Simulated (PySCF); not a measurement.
# How the method changes the shape and vibrations of BFHOSi anion

Calculated results; nothing here was measured. The program is PySCF 2.14.0, an open-source quantum chemistry code, run on an isolated molecule that a program drew, which may never have been made. The molecule is BFHOSi anion (charge -1, singlet), drawn as the SMILES string `O=B[SiH-]F`.

The geometry was optimised and harmonic frequencies were computed with HF and MP2, all in the aug-cc-pV(D+d)Z basis, for the commonest isotopes, with a restricted reference for singlets and an unrestricted one otherwise, and a frozen core in MP2. Each result is a local minimum of its method.

Geometry at the HF minimum:
```xyz
5
BFHOSi anion, angstrom
O    -2.1774   -2.0804    0.8149
B    -1.9010   -0.9070    0.8775
Si   -1.2918    1.0744    1.1364
F    -0.9291    1.4282   -0.4789
H    -2.7350    1.5874    1.1683
```

Lengths of the bonds as drawn, in Å (atoms numbered as above):
```
  bond     HF    MP2
 O1-B2  1.207  1.243
B2-Si3  2.089  2.074
Si3-F4  1.693  1.735
Si3-H5  1.532  1.537
```

Rotational constants, in GHz:
| constant | HF | MP2 |
|---|---|---|
| A | 16.5 | 16 |
| B | 2.968 | 2.913 |
| C | 2.571 | 2.519 |

Harmonic frequencies in cm^-1, each column in rising order, so a row needn't be the same motion in every method:
```
rank    HF   MP2
   1   154   136
   2   308   277
   3   396   371
   4   477     ?
   5   703   646
   6   768   709
   7   842   785
   8  1970  1769
   9  2003  1969
```

**Estimate the missing MP2 frequency from the HF column.**

A single factor s that minimises the squared misfit of MP2 against s times HF over the other rows is sum(HF x MP2) / sum(HF^2) = 0.9378, with an rms misfit of 43 cm^-1. For rank 4 it gives 0.9378 x 477 = 447 cm^-1. The calculation gives 460 cm^-1, 13 cm^-1 above the estimate. The drawn bonds are on average 1.3 % longer in MP2 than in HF.
